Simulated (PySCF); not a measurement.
Atoms are numbered as in `[CH3:1][O:2][C@:3]([CH3:4])(/[CH:5]=[C:6](/[CH3:7])[F:8])[SiH2:9][F:10]`. Each H is labelled by its parent atom. Ha(Si9) is pro-R; Hb(Si9) is pro-S.

One computed conformer, no solvent model, averaged over atoms made equivalent by symmetry, fast rotation or ring inversion, no relativistic terms. GFN2-xTB structure; NMR shieldings at PBE0/pcSseg-1/GIAO; PySCF.

Referencing at the same level of theory: TMS for 13C, 1H, 29Si; H2O for 17O; 19F vs CFCl3.

```
  atoms  nucleus  count  δ (ppm)
    F10      19F      1   -228.3
     C6      13C      1        ?
     F8      19F      1    -99.4
    Si9     29Si      1     -6.2
  H(C5)       1H      1     5.12
  H(C4)       1H      3        ?
Ha(Si9)       1H      1     4.96
  H(C1)       1H      3        ?
     C5      13C      1    116.7
     C4      13C      1     19.0
     C3      13C      1        ?
     C7      13C      1     21.7
Hb(Si9)       1H      1     4.74
  H(C7)       1H      3     1.99
     C1      13C      1        ?
     O2      17O      1     37.8
```

**Question.** Complete the table.

**Answer.** 
- C6: 165.4 ppm, fully substituted alkene carbon
- C3: 74.8 ppm, allylic fully substituted sp3 carbon bonded to O and Si; the inductive effect lowers its shielding
- C1: 51.9 ppm, methyl carbon bonded to O; deshielded by the electronegative neighbour
- H(C1): 3.49 ppm, hydrogen on a methyl carbon bonded to O; its carbon carries O, which withdraws density
- H(C4): 1.73 ppm, hydrogen on a methyl carbon

Shifts are as computed. Against solution values, carbons near 30 ppm lie about +3 ppm off and those near 130 ppm about +5 ppm. Of 1211 compounds with measured shifts, 218 miss one by over three times the rms of a fit or turn the order of signals round; such compounds aren't used in these exercises. Unscaled 19F shifts against computed CFCl3 carry errors that often reach 10 to 50 ppm. Experimental scales use liquid or dissolved standards, which lie at an offset from isolated H2O (liquid H2O: subtract about 36 ppm).
